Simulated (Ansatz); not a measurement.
# Ag⁺ ··· CH5N

The pair of Ag⁺ (SMILES [Ag+], atom 1) and CH5N (SMILES CN, atoms 2–8), both closed shells, in one local arrangement (a lower one may exist), relaxed at PBE0-D4/def2-TZVP:

Ag1  (0.231, 0.036, -2.454)
C2  (-0.578, -0.049, 0.573)
N3  (0.611, 0.050, -0.306)
H4  (-0.285, -0.035, 1.624)
H5  (-1.108, -0.977, 0.365)
H6  (-1.245, 0.789, 0.379)
H7  (1.250, -0.713, -0.097)
H8  (1.123, 0.900, -0.085)
(Å)

Program: Ansatz 0.2.0. Basis: def2-TZVPPD, with def2-QZVPPD for the basis limit. Cores are frozen in the correlated methods. Filled d shells of the heavier atoms are correlated. Core potentials replace the inner electrons of the atoms past krypton. B3LYP uses VWN-RPA correlation. Extrapolation: Hartree–Fock as exp(−7.88 √X), correlation as X^−2.97. Interaction energies count from these two fragments, frozen as in the pair, with the counterpoise correction; negative means bound.

Question: What is the interaction energy by CCSD(T) at an estimated basis limit (MP2 extrapolated from triple and quadruple zeta, plus CCSD(T) − MP2 in triple zeta)? (Judge from chemistry; the value comes from the calculation.)

Answer: The calculation gives: -209.5 kJ/mol. Hartree–Fock alone gives -142.5 kJ/mol at the basis limit. It counts from the two fragments frozen as in the pair.

The same quantity by other methods in triple zeta, and each one's difference from that estimate:
| method | E_int (kJ/mol) | difference |
| --- | --- | --- |
| PBE-D4 | -237.1 | -27.6 |
| revPBE-D4 | -222.0 | -12.4 |
| BLYP-D4 | -234.5 | -25.0 |
| r2SCAN-D4 | -232.9 | -23.4 |
| B97M-V | -217.1 | -7.5 |
| PBE0-D4 | -215.7 | -6.2 |
| B3LYP-D4 | -219.4 | -9.9 |
| HSE06-D4 | -215.5 | -6.0 |
| wB97X-V | -205.0 | 4.6 |
| wB97M-V | -203.0 | 6.5 |
| B2PLYP | -206.7 | 2.9 |
| HF | -141.3 | 68.2 |
| MP2 | -203.7 | 5.8 |
| CCSD | -188.2 | 21.3 |
| CCSD(T) | -195.3 | 14.2 |
Differences are method less estimate.

Question: Which atoms make the shortest contact between the fragments?

Answer: Ag1 and N3, 2.18 Å apart.

Energy to bend the free fragments (PBE0-D4 minima) into their shapes in the pair, CCSD(T)/def2-TZVPPD: CH5N 1.2 kJ/mol. This must be added to the interaction energy to get the binding energy from relaxed fragments.

Basis-set superposition shift (counterpoise-corrected less uncorrected): CCSD(T) 10.2; MP2 9.6; HF 0.4; PBE0-D4 0.5; wB97M-V 0.6 kJ/mol.

T1 diagnostic: at most 0.015.

For scale, one of the runs: CCSD(T)/def2-TZVPPD, 215 basis functions, launched by `ansatz run in.yaml --threads 4 --pin off --events-out ev --progress --plain --max-ram 9574MiB`. The run took 2.9 min on 4 CPU threads of an Arm Neoverse N1 (shared host), with 3.7 GiB of host memory at its peak.
